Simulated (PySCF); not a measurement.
Molecule: SMILES CCC(=O)N(C)C, C5H11NO.

Bonds (- single, = double, # triple, : aromatic): C1-C2, C2-C3, C3=O4, C3-N5, N5-C6, N5-C7. C1 carries H8, H9, H10; C2 carries H11, H12; C6 carries H13, H14, H15; C7 carries H16, H17, H18.

Frames of a GFN2-xTB Langevin trajectory at 300 K; GIAO PBE0/pcSseg-1 shieldings in PySCF 2.14.0 with density-fitted response routines, gas phase, non-relativistic; equivalent atoms averaged within each frame.

δ = σ(ref) − σ, references computed at the same level: 13C (σ = 186.93 ppm), 1H (σ = 31.72 ppm) against TMS; 17O (σ = 336.08 ppm) vs H2O; NH3 for 15N (σ = 267.73 ppm). The references are static minima.

Question: How do the shifts (ppm) fluctuate along the trajectory?

Answer: 
| time (fs) | C3 | C6 | C7 | C2 | C1 | O4 | N5 | H13/H14/H15 | H16/H17/H18 | H11/H12 |
| --- | --- | --- | --- | --- | --- | --- | --- | --- | --- | --- |
| optimised geometry | 174.4 | 37.0 | 35.6 | 29.4 | 11.1 | 409.9 | 113.5 | 2.97 | 3.17 | 2.07 |
| 250 | 167.3 | 40.4 | 38.1 | 27.6 | 12.1 | 406.0 | 110.4 | 3.72 | 3.17 | 1.94 |
| 425 | 180.6 | 40.0 | 37.6 | 26.1 | 8.6 | 455.4 | 118.6 | 3.25 | 3.10 | 2.62 |
| 625 | 184.5 | 36.3 | 29.8 | 33.9 | 12.3 | 483.5 | 119.6 | 4.11 | 2.92 | 3.25 |
| 800 | 182.5 | 39.1 | 42.9 | 26.9 | 20.3 | 474.0 | 123.2 | 2.89 | 3.51 | 1.73 |
| 1000 | 184.1 | 44.0 | 37.5 | 26.2 | 10.5 | 475.7 | 115.5 | 3.56 | 3.52 | 1.66 |
| mean of frames | 179.8 | 40.0 | 37.2 | 28.2 | 12.8 | 458.9 | 117.5 | 3.50 | 3.24 | 2.24 |
| standard deviation | 7.2 | 2.8 | 4.7 | 3.3 | 4.5 | 31.3 | 4.8 | 0.47 | 0.27 | 0.68 |

5 frames give an uncertainty of the mean of about the standard deviation over 2.2 at best, since frames this close in time may not be independent; classical motion lacks zero-point vibration, and the reference would need the same averaging.
